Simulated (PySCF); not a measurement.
# MF for M along group 11

HF with triple-zeta basis sets in PySCF, for the lowest determinant that a PBE0 search found; no spin–orbit coupling. De refers to high-spin ground-configuration atoms. A positive dipole means M(−)F(+).

```csv
M,basis,reference,state (unpaired electrons),Re (Å),ωe (cm⁻¹),De (eV),μ (D)
Cu,x2c-TZVPPall,RHF,singlet (closed shell),1.804,571,n/a,-6.48
Ag,def2-TZVPP,RHF,singlet (closed shell),2.026,492,n/a,-7.17
Au,def2-TZVPP,RHF,singlet (closed shell),1.974,527,n/a,-5.90
```

The shortest bond is that of CuF (1.804 Å), the longest that of AgF (2.026 Å).

The rows differ in basis set, which adds steps of its own.

Down a group the atoms grow and get heavier, so bonds lengthen and wavenumbers fall; the exceptions here are the shorter bond at Au and the higher wavenumber at Au. Relativity and the filled 4f shell contract the atoms of the sixth period.

Spin–orbit coupling is left out, which matters for elements this heavy, above all for dissociation energies. Hartree–Fock leaves out correlation, which carries a large part of most bond energies and some tenths to 1 eV of ionisation energies.
